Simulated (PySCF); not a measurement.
InBr₂: from structure and modes to constants

Level of theory: PySCF, UPBE, basis In def2-SVP with ECP28, Br def2-SVP (scalar-relativistic core potentials, no spin–orbit coupling, density fitting).

The doublet minimum has C2v symmetry. Masses (u): In 114.90388, Br 78.91834.

```xyz
3
charge 0 multiplicity 2, angstrom
In    0.0000    0.0000   -0.7215
Br    2.2464    0.0000    0.5169
Br   -2.2464    0.0000    0.5169
```

Harmonic wavenumbers (cm⁻¹): 51.7 (a1, ×1), 191.1 (a1, ×1), 235.8 (b2, ×1).

(1) Find the principal moments of inertia and the rotational constants. What kind of rotor is it?

(2) What is the harmonic zero-point energy?

(3) Find the vibrational entropy and heat capacity at 298.15 K.

(4) Give the standard entropy (298.15 K, 1 bar) by its translational, rotational, vibrational and spin parts, and Cp.

Results:

(1) About the centre of mass I = 101.97, 796.46, 898.43 u Å². With B = 16.8576/I this gives 0.1653, 0.02117, 0.01876 cm⁻¹. The molecule is an asymmetric top with κ = -0.97.

(2) Half the sum of all 3 wavenumbers, 479/2 = 239 cm⁻¹, which is 2.9 kJ/mol (1 cm⁻¹ = 0.0119627 kJ/mol).

(3) With u = 1.43878 ω/T, each mode gives S = R[u/(eᵘ−1) − ln(1−e⁻ᵘ)] and C = R u² eᵘ/(eᵘ−1)².
```json
{"ω (cm⁻¹)": "51.7", "u": "0.249", "S (J/(mol K))": "19.88", "C (J/(mol K))": "8.27"}
{"ω (cm⁻¹)": "191.1", "u": "0.922", "S (J/(mol K))": "9.28", "C (J/(mol K))": "7.75"}
{"ω (cm⁻¹)": "235.8", "u": "1.138", "S (J/(mol K))": "7.68", "C (J/(mol K))": "7.47"}
```
The sums over all modes are S = 36.8 and C = 23.5 J/(mol K); the softest mode gives 54 % of the entropy.

(4) Sackur–Tetrode with M = 272.74 u gives 178.8; rotation with symmetry number 2 gives 118.0; vibration 36.8; spin R ln 2 = 5.8. The total is 339.4 J/(mol K), and Cp = 4 R + 23.5 = 56.8 J/(mol K).

This need not be the most stable arrangement of these atoms. No spin–orbit coupling is included, which matters more the heavier the element.
